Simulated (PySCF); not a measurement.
How methods differ on the ionisation energy of Ba⁴⁴⁺

Ba⁴⁴⁺ [Ne] 3s2 (1S) → Ba⁴⁵⁺ [Ne] 3s1 (2S), as a difference of total energies. Computed with PySCF 2.14 in an uncontracted even-tempered set (18 s from 9.2 bohr⁻², ratio 2.5; 12 p from 12 bohr⁻², ratio 2.5; 4 d from 44 bohr⁻², ratio 2.7; 4 f from 66 bohr⁻², ratio 2.7), with scalar relativity by spin-free X2C-1e. Correlated levels: outer shells: 1s2 frozen; virtual orbitals above 40 to 60 times the deepest correlated orbital energy dropped. The calculations carry no spin-orbit coupling.

```tsv
method	ionisation energy (eV)
UHF	3546.8
MP2 (outer shells)	3550.3
SCS-MP2 (outer shells)	3550.7
CCSD (outer shells)	3550.9
CCSD(T) (outer shells)	3550.9
```

Question: How much does correlation contribute at CCSD(T) (outer shells)?

Answer: 3550.9 − (3546.8) = 4.1 eV, measured against UHF.

Breit and QED terms and the two-electron picture change are absent.

For comparison: 3546 ± 4 eV (theoretical estimate listed by NIST; NIST Atomic Spectra Database, ionization energies).
